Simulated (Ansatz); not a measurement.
Energy needed to pull apart AlHSCl$_{2}$ (SMILES [SH][Al]([Cl])[Cl]), closed shell, into free ground-state atoms, from the structure below (displaced at random from its PBE0-D4/def2-TZVP minimum); no zero-point or spin–orbit terms; open-shell atoms are treated unrestricted, in their ground-state multiplicity.

```
5
angstrom
S -0.0910 1.8984 0.2500
Al 0.2925 -0.4576 0.0416
Cl 1.7223 -1.2688 1.2198
Cl -1.0287 -1.7262 -0.8545
H -1.0992 1.6801 -0.5154
```

Program: Ansatz 0.2.0. Basis: def2-TZVPP. Cores are frozen in the correlated methods.

```json
{"method": "PBE-D4", "atomization energy (kJ/mol)": "1537"}
{"method": "r2SCAN-D4", "atomization energy (kJ/mol)": "1551"}
{"method": "PBE0-D4", "atomization energy (kJ/mol)": "1520"}
{"method": "wB97M-V", "atomization energy (kJ/mol)": "?"}
{"method": "HF", "atomization energy (kJ/mol)": "1139"}
{"method": "MP2", "atomization energy (kJ/mol)": "1536"}
{"method": "CCSD", "atomization energy (kJ/mol)": "?"}
{"method": "CCSD(T)", "atomization energy (kJ/mol)": "1476"}
```

Q: What does CCSD give? (Judge from chemistry; the value comes from the calculation.)

A: The calculation gives: 1444 kJ/mol, which is about 32 kJ/mol less than CCSD(T)/def2-TZVPP.

Q: What does wB97M-V give? (Judge from chemistry; the value comes from the calculation.)

A: By the calculation: 1541 kJ/mol, which is about 65 kJ/mol more than CCSD(T)/def2-TZVPP.

In triple zeta the MP2 and coupled-cluster atomization energies are still short of their basis limit by a few kcal/mol a bond, whereas those of the functionals are nearly converged, so these differences are not deviations from converged CCSD(T).

No T1 diagnostic of these runs exceeds 0.010.

For scale, one of the runs: CCSD(T)/def2-TZVPP forces, 182 basis functions, launched by `ansatz run in.yaml --threads 4 --pin off --events-out ev --progress --plain --max-ram 8704MiB`. Hardware: 4 CPU threads of an Arm Neoverse N1, shared host. Wall time 3.4 min; peak host memory 2.8 GiB.
